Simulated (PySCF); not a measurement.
## Shapes and spin states of [NiS2]-

Level of theory: PBE0/[Ni def2-SVPD, S def2-SVPD], no relativity, density fitting, PySCF.

Relaxations began from a few typed shapes and spin states; open shells are unrestricted. The search is not exhaustive: other isomers or separated fragments can lie lower, and high-lying points may rest on an excited occupation.

| spin | group | bonds | angles | imaginary modes (cm⁻¹) | ΔE (kJ/mol) | ΔE with ZPE (kJ/mol) |
| --- | --- | --- | --- | --- | --- | --- |
| quartet | D∞h | Ni–S 2.077 Å (×2) | S–Ni–S 180.0° | none | 0.0 | 0.0 |
| quartet | C2v | Ni–S 2.258 Å (×2), S–S 2.138 Å | Ni–S–S 61.7° (×2), S–Ni–S 56.5° | none | 102.3 | 101.9 |
| doublet (⟨S²⟩ 1.14) | C2v | Ni–S 2.196 Å (×2), S–S 2.219 Å | Ni–S–S 59.6° (×2), S–Ni–S 60.7° | none | 109.6 | 108.3 |

The lowest minimum found is the quartet D∞h: Ni–S 2.077 Å (×2); S–Ni–S 180.0°.

Formally Ni is in oxidation state +3, d7, with 3 unpaired electrons (the high-spin count). The Mulliken spin on Ni is 1.50. The polar-tensor charge on Ni, 0.15, is far below the formal one.

For the lowest minimum: the spin densities have lower symmetry than the nuclear frame. Other spin states or occupations of the open shell can lie lower. The lowest empty level of this anion is unbound, so it and the gap depend on the basis.

The electron or spin density has lower symmetry than the nuclear frame for the quartet C2v at 102.3 kJ/mol.
